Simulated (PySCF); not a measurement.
**Shifts of the heteroatoms**

Mapped SMILES: `[F:1][C:2]([F:3])([F:4])[C:5]([F:6])([F:7])[CH:8]1[CH:9]=[CH:10][O:11][CH:12]=[CH:13]1`; H(Xn) means a hydrogen on atom n.

PySCF 2.14.0 with density-fitted response routines calculation with σ from GIAO-PBE0/pcSseg-1 and structure optimised with GFN2-xTB; non-relativistic Hamiltonian, no solvent model, one conformer, fast rotation and ring inversion assumed for equivalent nuclei.

Task: Predict the ¹⁹F NMR data.

Result: 
```tsv
atoms	environment	σ (ppm)	δ (ppm)
F1/F3/F4	fluorine of a CF3 group	257.3	-71.5
F6/F7	fluorine of a CF2 group	312.8	-121.6
```

Shieldings were converted by a linear fit to measured shifts: ¹⁹F: δ = 146.13 − 0.903σ +14.6 on sp3 carbon (rms 6.0 ppm, 223 shifts, 7.0 ppm with the 5 outliers that the fit left out vs CFCl3, solution or neat liquid). A few per cent of atoms miss by over 2 rms, more outside the fitted compound classes.

On a 400 MHz spectrometer ¹⁹F resonates near 376.4 MHz, so 1 ppm is 376.4 Hz.

Task: Where does ¹⁷O resonate?

Result: 
```tsv
atoms	environment	σ (ppm)	δ (ppm)
O11	ether oxygen	161.0	120.1
```

Shieldings were converted by a linear fit to measured shifts: ¹⁷O (scatter 10.7 ppm rms, 12.2 ppm with the 3 outliers that the fit left out vs liquid water, solution or neat liquid). A few per cent of atoms miss by over 2 rms, more outside the fitted compound classes.

On a 500 MHz spectrometer ¹⁷O resonates near 67.8 MHz, so 1 ppm is 67.8 Hz.
